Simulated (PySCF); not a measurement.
Identify the unknown among the candidates.

All candidates are Si5H12.

- Triplet: lowest triplet excitation (Tamm–Dancoff): 6.05 eV [TDA CAM-B3LYP/def2-SVPD]
- UV, strongest line: among the 10 lowest singlet transitions: S4/S5/S6/S7 at 6.89 eV (180 nm, f = 0.022 summed over these states) [TDDFT CAM-B3LYP/def2-SVPD]
- 1H NMR: chemical shifts (computed TMS as zero) by class: 3.75 (12 H) ppm [GIAO PBE0/pcSseg-1]
- Rotational structure: rotational constants A, B, C: 1.033, 1.029, 1.025 GHz [PBE0-D3(BJ)/def2-SVP]
- XPS: Si2p3/2 105.7, Si2p3/2 106.4 (×4), Si1s 1845.3, Si1s 1846.1 (×4) eV [ΔSCF SCAN, pcX-2 on the ionised atom, pcseg-1 elsewhere, spin-free X2C, 2p3/2 from a spin–orbit splitting computed afterwards within the 2p shell]
- Dipole: 0.02 D [CAM-B3LYP/def2-SVPD]
- Polarisability: 154.2 au [CAM-B3LYP/def2-SVPD]
- Valence photoelectron: vertical ionisation energy: 9.72 eV [ΔSCF CAM-B3LYP/def2-SVPD]
- NMR, other nuclei: isotropic shieldings of nuclei other than C and H, by class: 451 (4 Si), 511 (1 Si) ppm [GIAO PBE0/pcSseg-1]
- UV, first state: lowest singlet excitation: 6.69 eV (185 nm, f = 0.000 summed over 3 states within 0.01 eV) [TDDFT CAM-B3LYP/def2-SVPD]

Electronic properties: PySCF, gas phase, density fitting. Levels stand in brackets. Isolated species at its PBE0-D3(BJ)/def2-SVP geometry, gas phase. NMR classes are plain means over equivalent atoms (diastereotopic ones count apart unless rotation or inversion swaps them), as if these changed places fast.

Question: Which candidate is it?
A. `[SiH3][SiH2][SiH2][SiH2][SiH3]`
B. `[SiH3][Si]([SiH3])([SiH3])[SiH3]`
C. `[SiH3][SiH2][SiH]([SiH3])[SiH3]`

Answer: B. It is `[SiH3][Si]([SiH3])([SiH3])[SiH3]`. Numbering: `[SiH3:1][Si:2]([SiH3:3])([SiH3:4])[SiH3:5]`. Its formula, Si5H12, gives 0 degrees of unsaturation, so no ring and no π bond. All hydrogens form one class (3.75 ppm): Si–H hydrogen. The other shieldings belong to: 451 ppm, SiH3 silicon [Si1/Si3/Si4/Si5]; 511 ppm, four-coordinate silicon [Si2]. The core levels belong to: Si2p3/2 105.7 eV, four-coordinate silicon [Si2]; Si2p3/2 106.4 eV, SiH3 silicon [Si1/Si3/Si4/Si5]; Si1s 1845.3 eV, four-coordinate silicon [Si2]; Si1s 1846.1 eV, SiH3 silicon [Si1/Si3/Si4/Si5]. By its constants the optimised geometry is a nearly spherical top.

The others, at the same levels:
- `[SiH3][SiH2][SiH]([SiH3])[SiH3]` fails: its computed core binding energies are Si2p3/2 105.9, Si2p3/2 106.1, Si2p3/2 106.4 (×2), Si2p3/2 106.4, Si1s 1845.5, Si1s 1845.8, Si1s 1846.1 (×2), Si1s 1846.1 eV, rotational constant A is 1.831 GHz (against 1.033 GHz) and smallest rotational constant is 0.590 GHz (against 1.025 GHz).
- `[SiH3][SiH2][SiH2][SiH2][SiH3]` fails: its computed core binding energies are Si2p3/2 106.1, Si2p3/2 106.1 (×2), Si2p3/2 106.4 (×2), Si1s 1845.8, Si1s 1845.8 (×2), Si1s 1846.1 (×2) eV, 1H shifts are 3.64 (6 H), 3.60 (2 H), 3.51 (4 H) ppm and rotational constant A is 1.628 GHz (against 1.033 GHz).

Each candidate is one conformer, not necessarily the lowest. Dipoles, sizes and rotational constants follow the conformer. The torsions of the flexible species, by atom-mapped SMILES:
- `[SiH3:1][SiH2:2][SiH:3]([SiH3:4])[SiH3:5]`: Si1–Si2–Si3–Si4 -178°
- `[SiH3:1][SiH2:2][SiH2:3][SiH2:4][SiH3:5]`: Si1–Si2–Si3–Si4 87°, Si2–Si3–Si4–Si5 -49°
